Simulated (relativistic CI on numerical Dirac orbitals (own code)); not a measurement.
Os4+: 4d photoemission

Computed with this model: Dirac-Coulomb-Breit CI, KLI orbitals optimised for each configuration, model QED (radiative potential, 1s self-energy scaled to tabulated hydrogen-like ionisation energies), valence Slater integrals scaled by 0.9, multiplet model of photoemission in the sudden approximation; configurations [Xe] 4f14 5d4 → [Kr] 4d9 4f14 5s2 5p6 5d4; 80 K; Lorentzian 3.5 eV and Gaussian 0.6 eV FWHM. Energies are those of the free ion, without screening or charge transfer. The energies are binding energies and can lie tens of eV above those of solids. S is read from ⟨S²⟩ = S(S + 1).

free ion: ground-state S = 1.76, centroid 345.51 eV. Peaks (eV, height): 339.4 (100), 355.0 (64).

Strongest unbroadened transitions for free ion:

| Energy (eV) | Relative strength |
| --- | --- |
| 339.14 | 100.0 |
| 340.12 | 0.7 |
| 340.67 | 10.5 |
| 341.61 | 0.2 |
| 341.90 | 0.6 |
| 342.08 | 0.3 |
| 345.35 | 1.7 |
| 345.53 | 0.6 |
| 345.85 | 0.2 |
| 346.75 | 0.8 |
| 347.17 | 0.4 |
| 354.35 | 11.4 |
| 354.86 | 44.8 |
| 355.60 | 0.3 |
| 355.80 | 13.7 |
| 356.91 | 0.9 |
| 360.21 | 0.2 |
| 360.86 | 0.4 |
